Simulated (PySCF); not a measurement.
Compound: CBBr2N.
Numbering: `[N:1]#[C:2][B:3]([Br:4])[Br:5]`

Method: PBE0-D3(BJ)/def2-SVP geometry optimisation, gas phase in PySCF 2.14.0; density fitting, grid level 1; the optimiser is geomeTRIC in internal coordinates, started from a GFN2-xTB structure with every atom displaced at random (about 0.01 Å).

Step 0: E = -143257.9262 eV
```
atom  x, y, z in Å  |  force x, y, z in eV/Å
N1      2.2233   -0.0997   -0.0061   -1.669   0.119   0.001
C2      1.0503   -0.0393   -0.0066    1.683  -0.203  -0.007
B3     -0.4838    0.0144   -0.0092    0.582  -0.242   0.012
Br4    -1.3055    1.6755   -0.0102   -0.386   0.764  -0.004
Br5    -1.4507   -1.5848   -0.0057   -0.209  -0.438  -0.002
```

Problem. Estimate the geometry and energy of step 1. (The exact step hangs on the optimiser's Hessian estimate; all steps are aligned on step 0, rigid shifts and turns removed.)

Solution. E = -143257.9155 eV, largest force 0.564 eV/Å
```
atom  x, y, z in Å  |  force x, y, z in eV/Å
N1      2.2019    0.0544   -0.0126    0.527  -0.200   0.011
C2      1.0571   -0.1119    0.0006   -0.492   0.168  -0.016
B3     -0.4760   -0.0590   -0.0030    0.014   0.196  -0.007
Br4    -1.2060    1.6916   -0.0136   -0.094  -0.122   0.006
Br5    -1.5435   -1.6091   -0.0092    0.045  -0.042   0.006
```

The energy changes by +0.0106 eV. The first-order estimate −F·Δx gives -0.1065 eV and the mean of the old and new forces, exact on a quadratic surface, -0.0099 eV. The step makes an angle of 80° with the force vector and moves no atom by more than 0.156 Å. The energy falls at the start of this step and ends higher, so the step passed the lowest point of its straight line.

What follows is the cost of the whole optimisation. On one thread, Arm Neoverse V1 (aarch64), shared host, this took 44 s wall and 0.45 GiB of memory at its peak.
